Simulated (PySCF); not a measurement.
K(OH), SMILES [OH][K] (HKO), B3LYP/def2-SVP optimised geometry.

```
3

K      1.58     0.00     0.00
O     -0.61     0.00     0.00
H     -1.58     0.00     0.00
```

Density from B3LYP/def2-TZVP (PySCF 2.14.0) at that geometry.

Minimum of the electron density along straight lines between bonded atoms, close to the bond critical point (lines longer than 1.1 times the sum of covalent radii, or with two minima, are not listed):

```csv
bond,length / Å,ρ at the minimum / e bohr⁻³,∇²ρ there / e bohr⁻⁵,position (fraction from the first atom)
K1–O2,2.191,?,?,0.52
O2–H3,0.964,0.358,?,0.79
```

**Question.** Complete the blanks.

**Answer.** 
- K1–O2, ρ at the minimum / e bohr⁻³: 0.052
- K1–O2, ∇²ρ there / e bohr⁻⁵: 0.30
- O2–H3, ∇²ρ there / e bohr⁻⁵: -2.22
